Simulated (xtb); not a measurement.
Species: F₃In, SMILES `[F][In]([F])[F]` (charge 0, multiplicity 1).

Problem. Give a relaxed geometry from GFN2-xTB (xtb).

Solution. the end point of this relaxation (outside a Z-matrix the atoms follow the SMILES, hydrogens last).
Cartesian coordinates (Å) in one orientation:
```xyz
4

F     -1.486    -1.283    -0.037
In     0.000     0.000     0.000
F     -0.369     1.928     0.013
F      1.855    -0.645     0.025
```
